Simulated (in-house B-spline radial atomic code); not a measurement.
Configurations of neutral lanthanum, with energies counted from [Xe] 5d1 6s2. Level of theory: Dirac-Hartree-Fock, average of configuration, Fermi nucleus of rms radius 4.855 fm; calculated with a B-spline radial code for spherical atoms. Energies include first-order Breit, QED and recoil terms.

Occupations are held fixed; configurations that lie above the ionisation limit could autoionise.

```
   configuration  E - E(ref) (eV)  highest orbital  its <r> (bohr)
    [Xe] 5d2 6s1          0.54562            6s1/2           4.997
[Xe] 5d1 6s1 6p1            1.534            6p3/2           6.278
    [Xe] 4f1 6s2           2.6769            6s1/2           4.985
[Xe] 5d1 6s1 7p1           3.3675            7p3/2           15.06
    [Xe] 6s2 7d1           4.8358            7d5/2           23.71
    [Xe] 6s2 9s1           4.9939            9s1/2           33.43
    [Xe] 6s2 6g1            5.231            6g9/2           43.98
```

Task: Order these further configurations by energy, lowest first.
A. [Xe] 6s2 7g1
B. [Xe] 6s2 8f1
C. [Xe] 6s2 10p1
D. [Xe] 5f1 6s2
E. [Xe] 5d1 6s1 7f1

Result: E (4.4057 eV), D (4.8753 eV), C (5.2525 eV), A (5.3313 eV), B (5.3551 eV).

Task: How far above the reference does [Kr] 4d10 5s2 5p5 5d1 6s2 7f1 lie?

Result: 26.382 eV; its least bound orbital is 7f7/2 with <r> = 47.83 bohr.

Task: How far above the reference does [Kr] 4d10 5s2 5p5 5d1 6s2 6f1 lie?

Result: 26.216 eV; its least bound orbital is 6f7/2 with <r> = 31.38 bohr.
